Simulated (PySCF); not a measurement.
# One molecule, several mistakes: CGeH7Si cation

These are calculations, not measurements. They come from PySCF 2.14.0, an open-source quantum chemistry program, on an isolated molecule that a program drew, which may never have been made. The molecule is CGeH7Si cation (charge +1, singlet), drawn as the SMILES string `[SiH2+][CH2][GeH3]`.

Each row is a Hartree-Fock (HF) and frozen-core CCSD(T) single point in the cc-pV(D+d)Z basis, meant for a local HF minimum. Run 1 is clean. Each other run has one planted mistake out of seven kinds, and not every kind appears here: one electron removed, one electron added, multiplicity raised by two, geometry at a saddle point, minimal basis STO-3G, one bond length entered in bohr, all coordinates scaled. The reference is restricted for singlets and unrestricted otherwise, and also for a bond in bohr. Adding or removing an electron swaps singlet and doublet. Electrons count all cores. HOMO and LUMO are orbital energies over both spins, the gradient is its largest component, and the lowest frequency (negative if imaginary) is given only where the gradient is small. Bond lengths are over the 9 bonds as drawn. T1 is the CCSD diagnostic: over 0.02 (restricted) or 0.045 (unrestricted) a single reference is doubtful. Germanium has the cc-pVDZ-PP basis, with a core potential (ECP10MDF) in place of its 10 inner electrons, and its 3s, 3p and 3d shells are frozen in CCSD(T).

Geometry of the clean run:
```xyz
10
CGeH7Si cation, angstrom
Si    1.4850    0.9765   -0.4457
C    -0.2370    0.8600   -0.8936
Ge   -0.5353    0.0345   -2.7758
H     2.1854   -0.1294    0.2081
H     2.2951    2.1404   -0.8064
H    -0.7908    0.1989   -0.2228
H    -0.7103    1.8429   -0.9570
H    -2.0432    0.0660   -2.9120
H     0.1924    0.9326   -3.7650
H     0.0523   -1.3679   -2.7321
```

| run | electrons | basis functions | <S^2> | HOMO (eV) | LUMO (eV) | gradient (hartree/bohr) | lowest frequency (cm^-1) | mean bond (Å) | longest bond (Å) | T1 | HF (hartree) | CCSD(T) (hartree) | mistake |
|---|---|---|---|---|---|---|---|---|---|---|---|---|---|
| 1 | 58 | 95 | 0.000 | -16.75 | -5.05 | 2.8e-05 | 71 | 1.5032 | 2.077 | 0.0131 | -623.96942 | -624.36035 | no fault |
| 2 | 59 | 95 | 0.767 | -6.63 | 2.33 | 4.1e-02 | - | 1.5032 | 2.077 | 0.0115 | -624.18387 | -624.59061 | one electron added |
| 3 | 58 | 95 | 0.885 | -13.72 | -5.21 | 7.3e-03 | - | 1.6529 | 2.862 | 0.0354 | -623.86751 | -624.24398 | one bond length entered in bohr |
| 4 | 58 | 95 | 0.000 | -16.31 | -5.13 | 2.4e-02 | - | 1.5618 | 2.158 | 0.0141 | -623.95776 | -624.35399 | all coordinates scaled |
| 5 | 58 | 95 | 2.024 | -12.24 | -8.14 | 9.3e-02 | - | 1.5032 | 2.077 | 0.0203 | -623.82997 | -624.20213 | ? |
| 6 | 57 | 95 | 0.762 | -22.81 | -13.90 | 8.9e-02 | - | 1.5032 | 2.077 | 0.0162 | -623.41065 | -623.76528 | ? |

**Which mistake was planted in run 5, and what did it cost?**

Electrons, basis and geometry are unchanged, and <S^2> is 2.024, beside S(S+1) = 2.00 for a multiplicity of 3. So the mistake is: multiplicity raised by two. Subtracting run 1 and multiplying by 627.51 kcal/mol a hartree, the energy moved by 87.5 kcal/mol in HF and 99.3 kcal/mol in CCSD(T).

**Which mistake was planted in run 6, and what did it cost?**

It counts 57 electrons, one fewer than the clean run, at the same geometry and basis. So the mistake is: one electron removed. Subtracting run 1 and multiplying by 627.51 kcal/mol a hartree, the energy moved by 350.6 kcal/mol in HF and 373.4 kcal/mol in CCSD(T).

